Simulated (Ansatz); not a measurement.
SZn (SMILES [S]=[Zn]), singlet, at a GFN2-xTB geometry (such geometries of metal compounds can be far from the true shape); HF/def2-TZVP run with Ansatz (a quantum-chemistry and plane-wave program).

The Ansatz input:
Ansatz 0.2 input:
```yaml
crystal:
  periodic: [false, false, false]
  atoms:
    - {symbol: Zn, position_ang: [-0.00000000, -0.00000000, -0.71518296]}
    - {symbol: S, position_ang: [0.00000000, 0.00000000, 1.34096805]}
basis:
  gaussian:
    orbitals: def2-TZVP
    point_charges:
      - {charge: -1.0, position_ang: [-0.7598, -0.3846, 4.2499]}
hamiltonian:
  xc: hf
```

Task: Predict the main parts of the log of this Ansatz run.

Result: 
```
Functional definition: HF
626 factors; integrals over basis functions are off by at most 1.2e-3 eV
mean field evaluation 1: about -59190.8720 eV, gradient 2.0e1 eV
mean field evaluation 2: about -59191.0774 eV, gradient 2.0e1 eV
mean field evaluation 4: about -59192.4993 eV, gradient 2.3e0 eV
mean field evaluation 8: about -59192.5131 eV, gradient 4.4e-1 eV
mean field evaluation 16: about -59192.5160 eV, gradient 1.8e-5 eV
mean field evaluation 32: about -59191.2637 eV, gradient 2.1e1 eV
mean field -59192.51595977 eV, -2175.2848393932 hartree, gradient 1.8e-5 eV, S^2 0.000000; 0 other end points of the search recorded, 0 dependent functions left out
reference -59192.51595977 eV, -2175.2848393932 hartree; 23, 23 occupied and 62, 62 virtual orbitals, 626 factors
Total energy: -59192.51595977 eV, -2175.2848393932 hartree
```
